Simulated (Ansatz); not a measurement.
Basis sets compared for the cluster Si₂Pt⁺ (the lowest doublet isomer of a short search). Total charge 1; doublet. Geometry B3LYP-D4/def2-TZVP. Ansatz on 4 threads of Arm Neoverse V2 on a shared host; times are rough, and most runs start from earlier orbitals.

```xyz
3

Pt   -0.985    0.423   -0.608
Si    1.163   -0.174   -0.758
Si   -0.179   -0.249    1.365
```

In the def2 sets Pt takes a core potential; there is no spin–orbit coupling. The structure comes from a short search, and lower isomers may exist.

| level | functions | energy (Eh) | HOMO (eV) | LUMO (eV) | wall time |
| --- | --- | --- | --- | --- | --- |
| PBE-D4/def2-SVP | 68 | -697.6210 | -10.52 | -10.02 | 0.95 s |
| PBE0-D4/def2-SVP | 68 | -697.5971 | -11.49 | -9.20 | 1.1 s |

Q: Estimate the rows for PBE-D4/def2-TZVP, PBE0-D4/def2-TZVP.

A: 
```tsv
level	functions	energy (Eh)	HOMO (eV)	LUMO (eV)	wall time
PBE-D4/def2-TZVP	114	-697.8346	-10.44	-9.94	1.3 s
PBE0-D4/def2-TZVP	114	-697.8107	-11.40	-9.09	4.2 s
```
